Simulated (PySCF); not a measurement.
Compound: C₄H₁₀Si.
Bonds: C1–Si2, Si2–C3, C3–C4, C4–C5, Si2–C5. Hydrogens: H6, H7, H8 on C1; H9 on Si2; H10, H11 on C3; H12, H13 on C4; H14, H15 on C5.

Method: PBE0-D3(BJ)/def2-SVP geometry optimisation, gas phase in PySCF; density fitting, grid level 1; the optimiser is geomeTRIC in internal coordinates, started from a GFN2-xTB structure with every atom displaced at random (about 0.01 Å).

Geometry at step 2:
```
atom  x, y, z in Å
C1      2.1817    0.4652    0.3569
Si2     0.4183    0.6417   -0.2679
C3     -0.9943    0.3302    0.9612
C4     -1.6443   -0.5849   -0.1151
C5     -0.4633   -0.8189   -1.1010
H6      2.4453    1.3048    1.0181
H7      2.2829   -0.4697    0.9324
H8      2.9095    0.4375   -0.4691
H9      0.3099    1.9250   -1.0374
H10    -0.6542   -0.2396    1.8410
H11    -1.6173    1.1636    1.3168
H12    -2.4620   -0.0496   -0.6236
H13    -2.0794   -1.5140    0.2891
H14    -0.7266   -0.7515   -2.1667
H15     0.0412   -1.7848   -0.9383
```

Question: What forces act on the atoms?

Answer: 
```csv
atom,Fx (eV/Å),Fy (eV/Å),Fz (eV/Å)
C1,-0.052,-0.164,-0.019
Si2,0.096,0.058,0.066
C3,-0.032,0.061,-0.040
C4,-0.002,-0.014,0.004
C5,-0.005,0.027,-0.056
H6,0.005,0.027,0.005
H7,0.032,0.044,-0.009
H8,-0.007,0.021,-0.007
H9,-0.069,-0.010,0.008
H10,0.016,-0.011,-0.004
H11,-0.007,-0.022,0.024
H12,0.010,0.001,-0.003
H13,-0.014,0.008,-0.005
H14,0.024,-0.036,-0.005
H15,0.007,0.010,0.040
```

The largest, 0.17 eV/Å, acts on C1; the rms over all components is 0.040 eV/Å. The forces sum to zero within rounding, as they must for an isolated molecule in no field.

Question: Give the force on C1 in Eh/bohr and in nN.

Answer: 0.173 eV/Å ÷ 51.422 = 0.00336 Eh/bohr, and 0.173 eV/Å × 1.602 = 0.28 nN.

Question: How far is this geometry from the end of the optimisation?

Answer: 0.020 eV above it, and 0.156 Å rms away after alignment. The bonds farthest from their final lengths, with half the difference of the two atoms' forces along the bond (positive lengthens):

```csv
bond,now (Å),final (Å),force along bond (eV/Å)
C4–C5,1.556,1.552,+0.01
C1–Si2,1.879,1.876,-0.07
C3–C4,1.555,1.552,0.00
C1–H7,1.103,1.101,-0.08
```

The angle farthest from its final value is Si2–C5–H14, 119.3° against 122.6°.

The cost below is that of the whole optimisation. The run took 66 s on an Arm Neoverse V1 with one thread, no GPU, shared host with 64 logical CPUs at a one-minute load of 38, and the process peaked at 0.50 GiB of memory.
